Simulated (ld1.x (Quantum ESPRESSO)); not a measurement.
# Scattering properties, TM potential for bismuth

bismuth, norm-conserving Troullier–Martins (Kleinman–Bylander form), made with ld1.x (Quantum ESPRESSO) 7.5 (BP86, scalar-relativistic). Core [Xe] 4f14 5d10, reference 6s2 6p2 (charge +1). Waves: 6p (bound): rc 1.95 bohr; 6d channel at 0.4 Ry: rc 1.70 bohr; 6s (bound): rc 1.95 bohr. Local part: the s channel. Core correction: Bessel-smoothed model core inside 0.95 bohr.

The phase is arctan(r·u′/u) with u = r·R(r), unwrapped; energies in Ry, scanned from -4 to 5 Ry. A pole is an energy at which the radial function vanishes at the test radius. The pseudo phase is shifted by a multiple of π to meet the all-electron one at the reference energy, and phase errors are pseudo minus all-electron; the curves can meet again beyond the range given. Levels narrower than the energy grid can be missing from the lists of poles.

```csv
channel,radius (bohr),reference energy (Ry),"poles, all-electron","poles, pseudo",unbroken range about the reference energy with phases within 0.05 rad,phase error 1 Ry above the reference energy (rad)
s,2.14,-1.64,1.40,1.23,below 3.5,-0.004
p,2.14,-0.85,3.98,3.17,below 3.4,-0.025
d,2.14,0.40,-2.18,-2.38,-2.1 to 1.9,-0.011
```

Note: ghost state, extra bound levels that the all-electron valence spectrum of the same l lacks: d at -36.6 eV. A true bound ghost makes a file unfit for plane-wave use.

Phases in the p channel:

```csv
E (Ry),all-electron,pseudo
-4.00,1.279,1.268
-3.76,1.264,1.254
-3.52,1.248,1.237
-3.28,1.229,1.218
-3.04,1.206,1.197
-2.80,1.180,1.171
-2.56,1.149,1.141
-2.32,1.112,1.104
-2.08,1.065,1.058
-1.84,1.006,1.000
-1.60,0.928,0.924
-1.36,0.825,0.822
-1.12,0.682,0.681
-0.88,0.483,0.483
-0.64,0.213,0.212
-0.40,-0.115,-0.123
-0.16,-0.444,-0.461
0.08,-0.716,-0.739
0.32,-0.916,-0.944
0.56,-1.060,-1.089
0.80,-1.164,-1.195
1.04,-1.242,-1.274
1.28,-1.302,-1.335
1.52,-1.350,-1.384
1.76,-1.389,-1.424
2.00,-1.421,-1.457
2.24,-1.448,-1.486
2.48,-1.471,-1.511
2.72,-1.492,-1.534
2.96,-1.510,-1.554
3.20,-1.526,-1.573
3.44,-1.541,-1.591
3.68,-1.555,-1.609
3.92,-1.568,-1.625
4.16,-1.580,-1.642
4.40,-1.591,-1.659
4.64,-1.602,-1.677
4.88,-1.613,-1.695
```
